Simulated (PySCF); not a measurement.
Cost of one run: geometry optimisation, `C[S][GeH2][NH2]`.

Method: PBE0-D3(BJ)/def2-SVP geometry optimisation, gas phase (PySCF 2.14.0). Work: geometry optimisation from a GFN2-xTB start shaken at random, density fitting. A driver script takes a list of jobs; this job's settings line and coordinates (Å) are shown.

Input:
```
{"job": {"xc": "PBE0", "basis": "def2-SVP", "d3": "d3bj", "grid": 1, "maxiter": 30, "shake": 0.01, "kind": "geom"}, "charge": 0, "multiplicity": 1}
C     -1.856700    -0.281950     0.117260
S     -0.818630     0.367570     1.454910
Ge     0.975760     0.806930     0.270480
N      1.462290    -0.725880    -0.601060
H     -2.791610    -0.614650     0.573070
H     -1.382390    -1.068630    -0.401230
H     -2.093560     0.545100    -0.581370
H      0.758600     1.806760    -0.836020
H      2.040710     1.366350     1.245750
H      2.191750    -0.674300    -1.243290
H      1.551890    -1.553130    -0.014170
```

Hardware: one thread of an Arm Neoverse V1, shared host with 32 logical CPUs at a one-minute load of 9.8. PySCF's memory limit was set to 2320 MB.

**Question.** How large is the basis?

**Answer.** 113 functions.

**Question.** Estimate the wall time.

**Answer.** About 33 s. The run took 7 energy-and-gradient evaluations and 42 SCF cycles, 4.7 s an evaluation on average.

**Question.** How much memory does it need at the peak?

**Answer.** About 0.46 GiB. Peak memory is the resident size of the whole Python process, interpreter and libraries included.

**Question.** At this speed, how long would 1000 such jobs take on 32 cores, one job a core?

**Answer.** 1000/32 gives 32 rounds of 33 s, about 18 min of wall time and 9.2 core-hours, if the jobs don't slow each other.

The output:
```
step   0  E = -2571.32154834  max force = 0.035343
step   1  E = -2571.32586869  max force = 0.011528
step   2  E = -2571.32634375  max force = 0.002853
step   3  E = -2571.32641374  max force = 0.001638
step   4  E = -2571.32644592  max force = 0.001286
step   5  E = -2571.32646430  max force = 0.000479
step   6  E = -2571.32647415  max force = 0.000354
optimisation converged
```

Energies in Eh; «max force» is the largest Cartesian gradient component in Eh/bohr.

Other jobs ran on the host; a repeat could differ by tens of per cent or more.

The run converged: final energy -2571.32647 Eh after 6 steps; dipole 2.08 D.
